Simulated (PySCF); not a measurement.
**TDDFT excited states: [TcO4]-**

Compound: [TcO4]- (charge -1 and singlet state).
Z-matrix (Å and degrees, PBE0-D3(BJ)/def2-SVP geometry), rows numbered from 1:
```
Tc
O   1  1.6986
O   1  1.6981  2  109.41
O   1  1.6988  2  109.51  3  -119.96
O   1  1.6988  2  109.50  3   119.96
```

The calculation used PySCF 2.14.0, density-fitted response routines, TDDFT wB97X-D/def2-SVPD, vertical, gas phase, core orbitals frozen in the response, def2 core potentials past Kr. Spin–orbit coupling is left out.

Question: Predict the UV-vis stick spectrum at this level.

Answer: 

```
state  λ (nm)  E (eV)       f  symmetry              main configurations (H = HOMO, L = LUMO)
   S1   277.3    4.47  0.0000         –                                H-2/H-1/H→L/L+1 (≥92%)
   S2   277.3    4.47  0.0000         –                                 H-2/H-1/H→L/L+1 (97%)
   S3   277.2    4.47  0.0000         –                                H-2/H-1/H→L/L+1 (≥84%)
   S4   251.3    4.93   0.011        T2              H-2/H-1/H→L/L+1 (≥51%), H-4→L/L+1 (≥19%)
   S5   251.2    4.93   0.011        T2              H-2/H-1/H→L/L+1 (≥56%), H-3→L/L+1 (≥15%)
   S6   251.2    4.94   0.011        T2              H-2/H-1/H→L/L+1 (≥58%), H-3→L/L+1 (≥14%)
   S7   237.3    5.23  0.0000         –                    H-5→L/L+1 (≥69%), H-3→L/L+1 (≥24%)
   S8   237.2    5.23  0.0000         –                    H-4→L/L+1 (≥66%), H-3→L/L+1 (≥26%)
   S9   237.2    5.23  0.0000         –  H-3→L/L+1 (≥45%), H-5→L/L+1 (≥25%), H-4→L/L+1 (≥24%)
```

Triplets, Tamm–Dancoff:

```csv
state,E (eV),λ (nm),"main configurations (H = HOMO, L = LUMO)"
T1,3.95,313.6,H-2/H-1/H→L/L+1 (≥89%)
T2,3.95,313.6,H-2/H-1/H→L/L+1 (≥93%)
T3,3.95,313.5,H-2/H-1/H→L/L+1 (≥85%)
```

The lowest singlet level (S1/S2/S3) lies at 4.47 eV (277 nm, ultraviolet) and is dark (f under 0.0005). The strongest level in the table is S4/S5/S6 at 4.93 eV (251 nm, f = 0.033 summed). S1/S2/S3, S4/S5/S6 and S7/S8/S9 lie within about 0.01 eV of each other in each set; the point group Td has degenerate representations, and within a degenerate level the listed configurations can mix freely. For S1 the Löwdin share of technetium is at most 3% in HOMO and 53% in LUMO (ligand-to-metal charge transfer by this measure). Orbital energies (eV): HOMO-3 -6.44, HOMO-2 -5.70, HOMO-1 -5.70, HOMO -5.70, LUMO 4.34, LUMO+1 4.35, LUMO+2 5.37. The listed states span 0.76 eV, and the widest gap between neighbours is 0.46 eV (S3 to S4). No detachment energy is given for this anion; states above it aren't bound, and a finite basis only mimics them. Symmetry labels in Td follow from the direction of the transition dipole and are given only for states with f of 0.002 or more. Orbitals of the list HOMO-3 to LUMO+2 that lie within 0.01 eV of each other are written together with a slash and their weights summed (≥ marks a lower bound); for degenerate orbitals outside that list single weights are arbitrary. The window holds the lowest 10 singlets. The highest level found (5.84 eV, f 0.034 so far) is left out, since the window may have cut off a degenerate partner.
